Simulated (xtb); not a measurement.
A geometry relaxed with GFN2-xTB run with xtb 6.7.1, charge 0, multiplicity 1:

```xyz
22

C      0.2304     0.9626     0.2638
C     -0.1468     0.2164     1.5434
S      2.0111     0.5019    -1.8561
H      2.3665     0.6651     0.4864
C     -1.1513    -0.9472    -0.2629
H     -1.1250     0.5065     1.9225
H     -2.1702    -1.0693     0.1062
H      1.9908    -1.5810     0.9933
H     -1.0018    -1.6576    -1.0753
H     -2.0340     2.6087    -0.6123
C     -0.8898     0.5194    -0.6979
C     -0.1467    -1.1580     0.8724
C      1.2616    -1.2162     0.2681
C      1.5396     0.2539    -0.0973
H     -3.1662     1.0226    -1.1530
H      0.5965     0.3097     2.3346
H     -0.3789    -2.0081     1.5129
H      0.3386     2.0427     0.3410
B     -2.1359     1.4623    -0.8171
H      1.2978    -1.8660    -0.6063
H     -0.4834     0.5253    -1.7207
H      3.1969    -0.0937    -1.7457
```

### Question
Write the SMILES of this molecule.

### Answer
`B[C@@H]1C[C@@H]2C[C@H]1[C@H](S)C2`
